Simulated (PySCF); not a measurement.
**ZrBr⁺ at UHF-SCS-MP2**

Computed with UHF-SCS-MP2; Zr def2-TZVPPD with ECP28, Br def2-TZVPPD; scalar-relativistic core potentials (PySCF 2.14).

- state: ³Δ (triplet), unpaired electrons σ ↑, δ ↑
- bond length: 2.382 Å
- harmonic wavenumber: 340 cm⁻¹
- force constant: 2.86 mdyn/Å
- rotational constant Be: 0.07071 cm⁻¹
- anharmonicity ωexe: 0.705 cm⁻¹
- vibration–rotation constant αe: 0.000194 cm⁻¹

Correlated steps freeze 9 core orbitals. Spin–orbit coupling is left out, which matters for elements this heavy, above all for dissociation energies. The state is the lowest single determinant that the PBE0 search found; with open d or f shells the true ground state can be another one.
